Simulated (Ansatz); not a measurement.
C$_{4}$H$_{9}$, charge -1, singlet, geometry from GFN2-xTB (a gas-phase anion, which may not be bound at this level); Ansatz (an electronic-structure program) with B3LYP5/6-311G**.

Input for Ansatz:
Ansatz 0.2 input:
```yaml
crystal:
  periodic: [false, false, false]
  atoms:
    - {symbol: C, position_ang: [0.82950969, 1.91579604, -0.01573161]}
    - {symbol: C, position_ang: [0.74241032, 0.40118335, -0.00743166]}
    - {symbol: C, position_ang: [-0.67838814, -0.24985231, 0.00619992]}
    - {symbol: C, position_ang: [-0.65989620, -1.77811566, 0.01380079]}
    - {symbol: H, position_ang: [-1.67038254, -2.20060116, 0.02329053]}
    - {symbol: H, position_ang: [0.23184841, 2.28121879, 0.87586962]}
    - {symbol: H, position_ang: [0.21891296, 2.27221900, -0.90219641]}
    - {symbol: H, position_ang: [-0.13048174, -2.14530323, 0.89393110]}
    - {symbol: H, position_ang: [-0.14331564, -2.15423237, -0.87017686]}
    - {symbol: H, position_ang: [1.26261169, -0.00150293, -0.89454849]}
    - {symbol: H, position_ang: [1.27549284, 0.00745908, 0.87605360]}
    - {symbol: H, position_ang: [-1.22967161, 0.09886933, -0.87431902]}
    - {symbol: H, position_ang: [-1.21682837, 0.10780496, 0.89107124]}
basis:
  gaussian:
    orbitals: 6-311G__.json
hamiltonian:
  xc: b3lyp5
total_charge: -1
```
The basis file holds 6-311G** in the JSON format of the Basis Set Exchange.

It wrote (shortened):

```
Functional definition: B3LYP5
980 factors; their error is unknown
mean field evaluation 1: about -4283.8623 eV, gradient 5.2e1 eV
mean field evaluation 2: about -4246.9003 eV, gradient 9.3e1 eV
mean field evaluation 4: about -4290.4559 eV, gradient 1.1e1 eV
mean field evaluation 8: about -4290.8890 eV, gradient 3.4e-1 eV
mean field evaluation 16: about -4290.8630 eV, gradient 1.4e-4 eV
mean field -4290.86301983 eV, -157.6863075274 hartree, gradient 2.5e-5 eV, S^2 0.000000; 0 other end points of the search recorded, 0 dependent functions left out
reference -4290.86330869 eV, -157.6863181429 hartree; 17, 17 occupied and 109, 109 virtual orbitals, 980 factors
Total energy: -4290.86330869 eV, -157.6863181429 hartree
```
